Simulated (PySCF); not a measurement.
## Spectroscopy problems

[PySCF: GFN2-xTB structure; couplings computed with B3LYP/pcJ-1 (spin–dipole term left out of most H,H and C,H couplings); σ from GIAO-PBE0/pcSseg-1; one averaged value for each set of equivalent atoms; non-relativistic Hamiltonian; isolated molecule; a single conformation]

Scale: $^{1}$H (σ = 31.72 ppm), $^{13}$C (σ = 186.93 ppm) against TMS (reference shieldings calculated alike). Multiplet labels drop J under 1 Hz and among equivalent protons, and merge close values. Unscaled 3J(H,H) run several per cent high. Splittings of carbon signals by F and P are missing where no couplings were computed. Where no couplings were computed, multiplicities follow the n + 1 count of equivalent neighbours, and m marks all less simple cases (inequivalent or close neighbours, rings, F or P nearby). Shifts are as computed. Against solution values, carbons near 30 ppm lie about +3 ppm off and those near 130 ppm about +5 ppm. Of 1211 compounds with measured shifts, 218 miss one by over three times the rms of a fit or turn the order of signals round; such compounds aren't used in these exercises.

(1) CH8F2Si3. $^{1}$H NMR (300 MHz, computed): δ 5.70 (m, 1H), 5.67 (m, 1H), 3.61 (m, 3H), 0.74 (m, 3H). $^{13}$C{$^{1}$H} NMR (computed): δ 5.0 (CH3). What is it?

(2) C6H5NO. $^{1}$H NMR (400 MHz, computed): δ 10.32 (s, 1H), 9.21 (dd, J = 2.0, 1.0 Hz, 1H), 9.17 (ddd, J = 5.4, 1.7, 1.0 Hz, 1H), 8.70 (dt, J = 8.9, 1.9 Hz, 1H), 7.67 (dd, J = 8.9, 5.4 Hz, 1H). $^{13}$C{$^{1}$H} NMR (computed): δ 195.1 (CH), 160.9 (CH), 160.7 (CH), 141.6 (CH), 135.2 (C), 128.9 (CH). What is it?

Answers

(1) SMILES C[Si@](F)([SiH3])[SiH2]F. The formula gives 0 degrees of unsaturation. Carbon types of the structure: 1 × CH3, leaving 5 H on heteroatoms. δC 5.0: methyl carbon bonded to Si; an electropositive neighbour leaves it electron-rich and shielded. δH 5.70, 5.67: hydrogen on a silicon bonded to F, Si. δH 3.61: hydrogen on a silicon bonded to Si. δH 0.74: hydrogen on a methyl carbon bonded to Si; an electropositive neighbour shields it, as in TMS itself.

The shifts were computed for this structure.

(2) `O=Cc1cccnc1`. The formula gives 5 degrees of unsaturation (1 ring in the answer). 6 carbon signals for 6 carbons: no two carbons are equivalent. Carbon types of the structure: 1 × C, 5 × CH, which accounts for all hydrogens. δC 195.1: aldehyde carbonyl carbon; low-lying n→π* states of the double bond to the heteroatom give a large paramagnetic term (-251 ppm). δC 160.9, 160.7: aromatic CH next to a ring nitrogen; the adjacent pyridine-type nitrogen withdraws density from it. δH 10.32: hydrogen on an aldehyde carbonyl carbon; the formyl region, downfield of aromatic protons. δH 8.70, 7.67: hydrogen on an aromatic CH. The protons at 8.70 and 7.67 share a coupling of 8.9 Hz (vicinal, an ortho-type coupling). The protons at 7.67 and 9.17 share a coupling of 5.4 Hz (vicinal, an ortho-type coupling).

This is the structure that produced the data.
